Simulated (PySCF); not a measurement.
Nuclear quadrupole coupling in `CO[C@@H]1C=C(CF)C1`

Species: C6H9FO.
Atom-mapped SMILES: `[CH3:1][O:2][C@@H:3]1[CH:4]=[C:5]([CH2:6][F:7])[CH2:8]1` (hydrogens: H9, H10, H11 on C1; H12 on C3; H13 on C4; H14, H15 on C6; H16, H17 on C8)

Cartesian coordinates in Å at the GFN2-xTB level; atoms count from 1:
```
atom  x, y, z in Å
C1     2.627   -0.781   -0.607
O2     1.814   -0.468    0.497
C3     0.785    0.429    0.192
C4    -0.129    0.752    1.347
C5    -1.218    0.294    0.731
C6    -2.663    0.220    1.070
F7    -3.433    0.754    0.059
C8    -0.487   -0.149   -0.511
H9     3.389   -1.468   -0.244
H10    3.108    0.119   -1.011
H11    2.054   -1.262   -1.407
H12    1.188    1.318   -0.317
H13    0.074    1.184    2.308
H14   -2.988   -0.822    1.184
H15   -2.889    0.787    1.979
H16   -0.453   -1.229   -0.646
H17   -0.786    0.335   -1.439
```

Field gradients from the B3LYP/pcJ-1 density (PySCF, non-relativistic), principal values in atomic units, ordered |Vxx| ≤ |Vyy| ≤ |Vzz|:

```csv
atom,Vxx,Vyy,Vzz
O2,-0.0159,-1.9558,1.9717
```

Problem. Find the asymmetry η = (Vxx − Vyy)/Vzz and the couplings χ = eQV/h (234.96 MHz × Q in barn × V in au), with Q(17O) = −0.0256 b.

Solution. 
```tsv
atom	environment	nucleus	η	χzz (MHz)	χxx (MHz)	χyy (MHz)
O2	ether oxygen	17O	0.98	-11.86	0.10	11.76
```

At O2 η is above 0.9: Vyy and Vzz are nearly equal in size and opposite in sign, so a small change could swap them and flip the sign of χzz. 

Problem. What is Vzz at O2 in SI units (1 au = 9.71736 × 10²¹ V/m²)?

Solution. 1.9717 au = 19.160 × 10²¹ V/m².

Problem. And the gradient at the other heavy atoms, for which no coupling is worked out here?

Solution. 
```json
{"atom": "C1", "environment": "methoxy carbon", "Vzz (au)": "0.375", "η": "0.09"}
{"atom": "C3", "environment": "sp3 carbon bound to oxygen", "Vzz (au)": "0.315", "η": "0.23"}
{"atom": "C4", "environment": "alkene CH carbon", "Vzz (au)": "0.259", "η": "0.70"}
{"atom": "C5", "environment": "fully substituted alkene carbon", "Vzz (au)": "0.287", "η": "0.77"}
{"atom": "C6", "environment": "sp3 C–F carbon", "Vzz (au)": "0.531", "η": "0.11"}
{"atom": "F7", "environment": "alkyl fluorine", "Vzz (au)": "3.054", "η": "0.04"}
{"atom": "C8", "environment": "allylic carbon", "Vzz (au)": "-0.062", "η": "0.42"}
```

Problem. What couplings would deuterons (Q(2H) = 0.00286 b) have in place of the hydrogens, at this geometry?

Solution. 
| atom | bonded to | bond length (Å) | Vzz (au) | η | χzz (kHz) |
| --- | --- | --- | --- | --- | --- |
| H9 | C1 | 1.088 | 0.2966 | 0.07 | 199 |
| H10 | C1 | 1.097 | 0.2803 | 0.09 | 188 |
| H11 | C1 | 1.096 | 0.2828 | 0.08 | 190 |
| H12 | C3 | 1.101 | 0.2720 | 0.09 | 183 |
| H13 | C4 | 1.073 | 0.3353 | 0.04 | 225 |
| H14 | C6 | 1.098 | 0.2747 | 0.07 | 185 |
| H15 | C6 | 1.095 | 0.2800 | 0.07 | 188 |
| H16 | C8 | 1.088 | 0.3020 | 0.01 | 203 |
| H17 | C8 | 1.089 | 0.3010 | 0.01 | 202 |

Isolated species at its GFN2-xTB geometry (one conformer only). GFN2-xTB bond lengths can be off by several hundredths of an ångström, more for odd bonds, and the gradients follow them. With so small a basis the couplings can be 20 % off.
